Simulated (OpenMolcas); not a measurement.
A run on Mo5+ with 6 ligands (fluoride) in octahedral coordination (Oh) at 1.99 Å. A charge of +0.167 e stands 2.8 Å behind each ligand. Ligand basis ANO-RCC-VDZP.
```
Mo    0.0000    0.0000    0.0000
F     1.9900    0.0000    0.0000
F     0.0000    1.9900    0.0000
F    -1.9900    0.0000    0.0000
F     0.0000   -1.9900    0.0000
F     0.0000    0.0000    1.9900
F     0.0000    0.0000   -1.9900
```

```yaml
Program: OpenMolcas 26.06
Method: "SS-CASPT2, IPEA 0.25 Eh, imaginary shift 0.1 Eh (closed shells correlated: 4s 4p and the ligand valence shells)"
Basis: ANO-RCC-VTZP [7s6p4d2f1g]
Scalar_Hamiltonian: DKH2, point nucleus
Active_space: 1 electron in 5 orbitals (4d)
State_averaging: 2S+1 = 2 even, 5 roots
Spin-orbit_coupling: RASSI with atomic mean-field integrals over the reference wave functions
```

152 basis functions. Blocks (2S+1, parity, CSFs, roots kept): 2, even, 5, 5.

Question: How long do the CASPT2 steps take on 1 thread of Arm Neoverse V2, with other jobs on the host?

Answer: About 15 s of wall time, without the integral step.
